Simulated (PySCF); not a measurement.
H4N2O2W, SMILES [O]=[W]([NH2])([NH2])=[O], multiplicity 1. Geometry: PBE-D3(BJ)/def2-SVP. The multiplicity is an assumed one; other spin states were not compared. The def2 effective core potentials stand for the cores of W; spin–orbit coupling is left out. The values are those of a single conformer.

These are PySCF 2.14.0 with PBE-D3(BJ)/def2-SVP values and carry that method's errors.

Harmonic wavenumbers (cm⁻¹): 158, 201, 205, 226, 286, 320, 334, 392, 415, 623, 630, 680, 689, 950, 978, 1458, 1461, 3478, 3482, 3579, 3579. Rotational constants (GHz): 3.602, 3.119, 3.101; symmetry number 2.

Question: Work out the zero-point energy and the ideal-gas rigid-rotor harmonic-oscillator thermochemistry at 298.15 K and 1 atm.

Answer: ZPE = ½ Σ hcν = ½ × 24123 cm⁻¹ = 144.29 kJ/mol. H − E(el) = 166.58 kJ/mol. Entropy in J/(mol K): translation 177.50, rotation 105.64, vibration 68.41, total 351.55. G − E(el) = 61.77 kJ/mol. Cp = 116.58 J/(mol K).
